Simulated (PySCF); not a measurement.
Computed IR spectrum (relative IR intensity) of a molecule C4H8BF. Coordinates come from a B3LYP-D3(BJ)/def2-SVP optimisation. One conformer was computed; it need not be the lowest. Calculation: PySCF with B3LYP-D3(BJ)/def2-SVP. Frequencies are harmonic and unscaled.

ν (cm⁻¹): 271 (vw), 822 (vw), 872 (w), 932 (w), 1042 (w), 1130 (m), 1202 (m), 1271 (m), 1310 (w), 1326 (m), 1408 (w), 1435 (w), 1447 (vw), 1686 (vs), 3066 (w), 3081 (w), 3112 (w), 3117 (w), 3171 (w) (against the strongest line: vs over 80 %, s over 45 %, m over 15 %, w over 4 %, vw less)

Problem. Identify the compound among the candidates.
A) CB(C)/C=C\F
B) C=C(F)B(C)C
C) C/C=C/B(C)F
D) C[C@H]1CCB1F

Solution. A, CB(C)/C=C\F
